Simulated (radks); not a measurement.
Species: Lu4+. Configuration: [Xe] 4f13.

All-electron calculation, scalar-relativistic Kohn-Sham, BLYP, spin-polarised, spherical densities, point nucleus; open shells are filled with parallel spins first (spin-orbit coupling, left out, can overturn this in heavy ions). Program: a radial shooting solver on a logarithmic mesh with Libxc functionals.

Energy parts (Ry):
part                       energy
total                 -29122.0990
kinetic                31828.1777
electron-nucleus      -71530.2432
Hartree                11178.9096
exchange-correlation    -598.9431

Orbitals (lengths in bohr, moments of r in powers of bohr; r(90%) holds 90 % of the orbital's charge):
| orbital | occ. | eigenvalue (Ry) | r(90%) |
|---|---|---|---|
| 1s up | 1 | -4652.601 | 0.0351 |
| 1s down | 1 | -4652.601 | 0.0351 |
| 2s up | 1 | -794.9846 | 0.127 |
| 2s down | 1 | -794.9835 | 0.127 |
| 2p up | 3 | -699.7751 | 0.119 |
| 2p down | 3 | -699.7743 | 0.119 |
| 3s up | 1 | -182.9981 | 0.312 |
| 3s down | 1 | -182.9609 | 0.312 |
| 3p up | 3 | -154.4355 | 0.318 |
| 3p down | 3 | -154.3981 | 0.318 |
| 3d up | 5 | -120.1521 | 0.299 |
| 3d down | 5 | -120.1235 | 0.299 |
| 4s up | 1 | -39.33998 | 0.686 |
| 4s down | 1 | -39.26561 | 0.686 |
| 4p up | 3 | -29.95612 | 0.737 |
| 4p down | 3 | -29.88361 | 0.738 |
| 4d up | 5 | -17.72136 | 0.819 |
| 4d down | 5 | -17.65086 | 0.820 |
| 4f up | 7 | -4.24675 | 1.15 |
| 4f down | 6 | -4.18260 | 1.16 |
| 5s up | 1 | -7.77003 | 1.64 |
| 5s down | 1 | -7.73962 | 1.64 |
| 5p up | 3 | -5.48585 | 1.93 |
| 5p down | 3 | -5.46394 | 1.93 |
| 5d up | 0 | -2.84866 | 2.76 |
| 5d down | 0 | -2.83896 | 2.76 |
| 6s up | 0 | -2.59520 | 3.70 |
| 6s down | 0 | -2.59066 | 3.70 |

The highest occupied level is 4f down at -56.907 eV. Spin moment in Bohr magnetons: 1. For comparison, the ionisation energy in NIST's Atomic Spectra Database is 66.8 eV (semi-empirical). In exact Kohn-Sham theory the highest level is minus the ionisation energy, but local and semilocal functionals leave it too shallow, through self-interaction and a potential that decays too fast; potentials with the right tail come closer. Summed over all electrons, <r^2> = 29.21 bohr^2, which gives a Langevin (diamagnetic) susceptibility term of -23.1 x 10^-6 cm^3/mol. The density falls to 0.001 e/bohr^3 at r = 2.91 bohr.

Run on one thread of a shared host, so times are rough (Arm Neoverse N1): 0.41 s of CPU time, 0.41 s wall, 15 iterations on 2516 mesh points.
